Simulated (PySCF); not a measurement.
F5Sb, triplet, at the geometry of the source list (a higher spin typed on purpose: for a closed-shell molecule this is an excited state) (core potentials on Sb), with bond 3-1 at 1.6 times its length; DF-PBE0/def2-SVP (PySCF).

The PySCF input:
```python
from pyscf import gto, scf, dft

mol = gto.M(
    atom='''
Sb    0.000000    0.000000    0.000000
F     1.280200   -0.772400    1.174400
F    -2.048320    1.235840   -1.879040
F     0.222500    1.679800    0.862300
F     1.090700   -0.456100   -1.488900
F    -1.313200   -1.223700    0.626700
''',
    basis='def2-svp',
    ecp={'Sb': 'def2-svp'},
    charge=0,
    spin=2,
    verbose=4,
)

mf = dft.UKS(mol)
mf.xc = 'pbe0'
mf.conv_tol = 1e-12
mf = mf.density_fit(auxbasis='def2-universal-jkfit')
mf.kernel()
```

The log (banner, timings and long lists left out):

```
PySCF version 2.14.0

[INPUT] verbose = 4
[INPUT] num. atoms = 6
[INPUT] num. electrons = 68
[INPUT] charge = 0
[INPUT] spin (= nelec alpha-beta = 2S) = 2
[INPUT] symmetry False subgroup None
[INPUT] Mole.unit = angstrom
[INPUT] Symbol           X                Y                Z      unit          X                Y                Z       unit  Magmom
[INPUT]  1 Sb     0.000000000000   0.000000000000   0.000000000000 AA    0.000000000000   0.000000000000   0.000000000000 Bohr   0.0
[INPUT]  2 F      1.280200000000  -0.772400000000   1.174400000000 AA    2.419227384668  -1.459624458614   2.219294360689 Bohr   0.0
[INPUT]  3 F     -2.048320000000   1.235840000000  -1.879040000000 AA   -3.870763815469   2.335399133782  -3.550870977103 Bohr   0.0
[INPUT]  4 F      0.222500000000   1.679800000000   0.862300000000 AA    0.420464062716   3.174361944044   1.629510837212 Bohr   0.0
[INPUT]  5 F      1.090700000000  -0.456100000000  -1.488900000000 AA    2.061124284063  -0.861904085414  -2.813613226865 Bohr   0.0
[INPUT]  6 F     -1.313200000000  -1.223700000000   0.626700000000 AA   -2.481588346779  -2.312457858630   1.184291362265 Bohr   0.0

nuclear repulsion = 397.86210453734
number of shells = 40
number of NR pGTOs = 181
number of NR cGTOs = 96
basis = def2-svp
ecp = {'Sb': 'def2-svp'}

******** <class 'pyscf.df.df_jk.DFUKS'> ********
method = DFUKS
initial guess = minao
damping factor = 0
level_shift factor = 0
DIIS = <class 'pyscf.scf.diis.CDIIS'>
diis_start_cycle = 1
diis_space = 8
diis_damp = 0
SCF conv_tol = 1e-12
SCF conv_tol_grad = None
SCF max_cycles = 50
direct_scf = False
number electrons alpha = 35  beta = 33
XC library pyscf.dft.libxc version 7.1.2
    S. Lehtola, C. Steigemann, M. J. T. Oliveira, and M. A. L. Marques,  SoftwareX 7, 1–5 (2018)
XC functionals = pbe0
    C. Adamo and V. Barone,  J. Chem. Phys. 110, 6158 (1999)
    M. Ernzerhof and G. E. Scuseria,  J. Chem. Phys. 110, 5029 (1999)
radial grids:
    Treutler-Ahlrichs [JCP 102, 346 (1995); DOI:10.1063/1.469408] (M4) radial grids

becke partition: Becke, JCP 88, 2547 (1988); DOI:10.1063/1.454033
pruning grids: <function nwchem_prune>
grids dens level: 3
symmetrized grids: False
atomic radii adjust function: <function treutler_atomic_radii_adjust>
small_rho_cutoff = 0
Set gradient conv threshold to 1e-06
tot grids = 93272
******** <class 'pyscf.df.df.DF'> ********
auxbasis = def2-universal-jkfit
init E= -712.953756771552

cycle= 1 E= -736.889902878935  delta_E= -23.9  |g|= 1.79  |ddm|= 7.23

cycle= 2 E= -736.418261245167  delta_E= 0.472  |g|= 2.18  |ddm|= 4.96

cycle= 3 E= -738.398830201219  delta_E= -1.98  |g|= 0.48  |ddm|=  2.3

cycle= 4 E= -738.458052185257  delta_E= -0.0592  |g|=  0.3  |ddm|= 0.709
cycle= 5 E= -738.486905557515  delta_E= -0.0289  |g|= 0.0801  |ddm|= 0.253
cycle= 6 E= -738.48896651695  delta_E= -0.00206  |g|= 0.0219  |ddm|= 0.0654
cycle= 7 E= -738.489081975173  delta_E= -0.000115  |g|= 0.0155  |ddm|= 0.0267
cycle= 8 E= -738.489169027898  delta_E= -8.71e-05  |g|= 0.00185  |ddm|= 0.0113
cycle= 9 E= -738.489172409199  delta_E= -3.38e-06  |g|= 0.000671  |ddm|= 0.00367
cycle= 10 E= -738.489172943276  delta_E= -5.34e-07  |g|= 0.000187  |ddm|= 0.0017
cycle= 11 E= -738.489172956704  delta_E= -1.34e-08  |g|= 0.000197  |ddm|= 0.00038
cycle= 12 E= -738.489172971912  delta_E= -1.52e-08  |g|= 2.71e-05  |ddm|= 0.000178
cycle= 13 E= -738.489172972417  delta_E= -5.05e-10  |g|= 6.7e-06  |ddm|= 4.77e-05
cycle= 14 E= -738.489172972494  delta_E= -7.69e-11  |g|= 3.08e-06  |ddm|= 1.65e-05
cycle= 15 E= -738.48917297253  delta_E= -3.55e-11  |g|= 2.55e-06  |ddm|= 9.5e-06
cycle= 16 E= -738.48917297257  delta_E= -4e-11  |g|= 2.52e-06  |ddm|= 9.78e-06
cycle= 17 E= -738.489172972604  delta_E= -3.46e-11  |g|= 2.36e-06  |ddm|= 7.67e-06
cycle= 18 E= -738.48917297274  delta_E= -1.36e-10  |g|= 2.07e-06  |ddm|= 3.78e-05
cycle= 19 E= -738.48917297301  delta_E= -2.7e-10  |g|= 1.44e-06  |ddm|= 9.69e-05
cycle= 20 E= -738.489172973169  delta_E= -1.6e-10  |g|= 8.97e-07  |ddm|= 0.000116
cycle= 21 E= -738.489172973178  delta_E= -9.32e-12  |g|= 5.84e-07  |ddm|= 2.99e-05
cycle= 22 E= -738.489172973179  delta_E= -2.27e-13  |g|= 2.36e-07  |ddm|= 1.06e-05
Extra cycle  E= -738.489172973179  delta_E=    0  |g|= 3.64e-07  |ddm|= 5.26e-07
converged SCF energy = -738.489172973179  <S^2> = 2.0068612  2S+1 = 3.0045706
```
